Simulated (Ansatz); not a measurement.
A nudged elastic band was laid between two geometries of GaH5N2O + H2 (11 atoms, charge 0, multiplicity 1).

The calculation used RHF/def2-SVP (Ansatz).

| Property | Result |
| --- | --- |
| movable images | 9 |
| climbing image | yes |
| spring | 5.0 eV/Å² |
| optimiser | quadratic models (default) |
| start path | through a guess of the saddle point |
| force threshold | 0.03 eV/Å |
| iteration limit | 60 |
| end points | relaxed |

Initial state:

```xyz
11
Properties=species:S:1:pos:R:3
Ga -0.049 -0.295 -0.290
O -0.029 0.116 1.442
H -0.826 0.103 1.944
N 1.558 -0.367 -1.116
H 1.699 -0.554 -2.088
H 2.423 -0.196 -0.644
N -1.623 -0.611 -1.136
H -2.523 -0.555 -0.703
H -1.705 -0.839 -2.106
H 0.127 3.388 2.397
H 0.187 2.671 2.195
```

Final state:

```xyz
11
Properties=species:S:1:pos:R:3
Ga 0.103 0.811 -0.375
O -0.122 0.243 1.820
H -0.976 -0.140 1.631
N 1.603 -0.043 -0.993
H 1.658 -1.032 -1.137
H 2.521 0.342 -0.889
N -1.528 -0.095 -0.561
H -1.546 -0.941 -1.102
H -2.339 0.442 -0.809
H 0.103 2.373 -0.180
H -0.238 0.902 2.490
```

(1) Which bonds break or form, and what moves?

(2) Give the energies along the band, and the barrier.

(3) What is the geometry of the highest image?

Answers

(1) Bonds broken: H10–H11. Bonds formed: Ga1–H10, O2–H11. GaH5N2O + H2 becomes GaH7N2O.

(2) It converged. The highest image is number 6 of 0 to 10, 1.57 eV above the first end and 1.75 eV above the last; the last end lies 0.18 eV below the first. A structure lower than the last end lies on the path between it and the top, so the climb from that side starts below the end, which may itself be a saddle point or a shallow side well. Neighbouring images differ by up to 1.8 eV, so the band resolves the path poorly. A vibrational analysis at the climbing image gives one clearly imaginary mode, 1764i cm⁻¹: a first-order saddle point. The orbitals stay closed-shell, which can raise the energy where a bond breaks towards radicals; this wasn't checked here.

| image | path coordinate (Å) | energy (eV) | H10–H11 (Å) | Ga1–H10 (Å) | O2–H11 (Å) |
| --- | --- | --- | --- | --- | --- |
| 0 | 0.00 | 0.00 | 0.75 | 4.56 | 2.67 |
| 1 | 0.69 | 0.00 | 0.75 | 4.25 | 2.68 |
| 2 | 1.38 | 0.01 | 0.75 | 3.88 | 2.71 |
| 3 | 2.07 | 0.02 | 0.75 | 3.44 | 2.72 |
| 4 | 2.77 | 0.08 | 0.75 | 2.88 | 2.46 |
| 5 | 3.46 | 0.41 | 0.75 | 2.37 | 1.96 |
| 6 | 4.15 | 1.57 | 1.01 | 1.88 | 1.25 |
| 7 | 6.45 | -0.18 | 3.13 | 1.57 | 0.95 |
| 8 | 8.76 | -0.23 | 3.57 | 1.57 | 0.95 |
| 9 | 11.06 | -0.23 | 3.59 | 1.57 | 0.95 |
| 10 | 13.37 | -0.18 | 3.07 | 1.57 | 0.95 |

(3) 
```xyz
11
Properties=species:S:1:pos:R:3
Ga 0.005 0.301 -0.122
O -0.034 0.233 1.824
H -0.723 -0.158 2.342
N 1.614 0.058 -0.934
H 1.768 -0.654 -1.621
H 2.478 0.338 -0.514
N -1.572 -0.266 -0.852
H -2.456 -0.098 -0.414
H -1.690 -0.327 -1.844
H -0.049 2.026 0.615
H -0.102 1.409 1.415
```

The run took 10 min on 2 threads of Arm Neoverse V1 (shared host), peak memory 0.23 GiB.
